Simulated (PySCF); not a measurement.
Compound: C₄H₅FOSi.
SMILES: `C#CC(=C)O[SiH2]F`

Jobs on this species (12 atoms, 60 electrons) with PySCF (density fitting). Hardware of each: Arm Neoverse V1, one thread, shared host. Times come from a shared host and carry two figures at best. Peak memory is the resident size of the whole Python process, interpreter and libraries included.

```json
{"level and settings": "delta-SCF UKS SCAN, pcX-2 on the ionised atom, pcseg-1 elsewhere, non-relativistic", "work": "ΔSCF core ionisation, 8 holes", "basis functions": "169", "SCF cycles": "?", "wall time": "?", "peak memory": "?"}
{"level and settings": "delta-SCF UKS SCAN, pcX-1 on the ionised atom, pcseg-1 elsewhere, spin-free X2C", "work": "ΔSCF core ionisation, 8 holes", "basis functions": "149", "SCF cycles": "173", "wall time": "47 s", "peak memory": "0.60 GiB"}
{"level and settings": "delta-SCF UKS HF, pcX-2 on the ionised atom, pcseg-1 elsewhere, spin-free X2C", "work": "ΔSCF core ionisation, 8 holes", "basis functions": "169", "SCF cycles": "154", "wall time": "50 s", "peak memory": "0.60 GiB"}
{"level and settings": "delta-SCF UKS PBE0, pcX-2 on the ionised atom, pcseg-1 elsewhere, spin-free X2C", "work": "ΔSCF core ionisation, 8 holes", "basis functions": "169", "SCF cycles": "137", "wall time": "69 s", "peak memory": "0.81 GiB"}
{"level and settings": "delta-SCF UKS B3LYP, pcX-2 on the ionised atom, pcseg-1 elsewhere, spin-free X2C", "work": "ΔSCF core ionisation, 8 holes", "basis functions": "169", "SCF cycles": "138", "wall time": "70 s", "peak memory": "0.71 GiB"}
{"level and settings": "PBE0-D3(BJ)/def2-SVP, grid level 1", "work": "geometry optimisation from a GFN2-xTB start shaken at random", "basis functions": "127", "SCF cycles": "77", "wall time": "64 s", "peak memory": "0.52 GiB"}
{"level and settings": "delta-SCF UKS SCAN, def2-TZVP on the ionised atom, pcseg-1 elsewhere, spin-free X2C", "work": "ΔSCF core ionisation, 8 holes", "basis functions": "146", "SCF cycles": "172", "wall time": "52 s", "peak memory": "0.60 GiB"}
{"level and settings": "delta-SCF UKS SCAN, pcX-2 on the ionised atom, pcseg-1 elsewhere, spin-free X2C", "work": "ΔSCF core ionisation, 8 holes", "basis functions": "169", "SCF cycles": "173", "wall time": "56 s", "peak memory": "0.70 GiB"}
{"level and settings": "delta-SCF UKS PBE, pcX-2 on the ionised atom, pcseg-1 elsewhere, spin-free X2C", "work": "ΔSCF core ionisation, 8 holes", "basis functions": "169", "SCF cycles": "151", "wall time": "33 s", "peak memory": "0.69 GiB"}
```

Fill in the missing figures.

- delta-SCF UKS SCAN, pcX-2 on the ionised atom, pcseg-1 elsewhere, non-relativistic; ΔSCF core ionisation, 8 holes: 54 s, 0.77 GiB, 173 SCF cycles

What do all jobs in the table cost together?

About 8.2 min; the longest takes about 14 % of that, and about 2.1 times as long as the shortest.
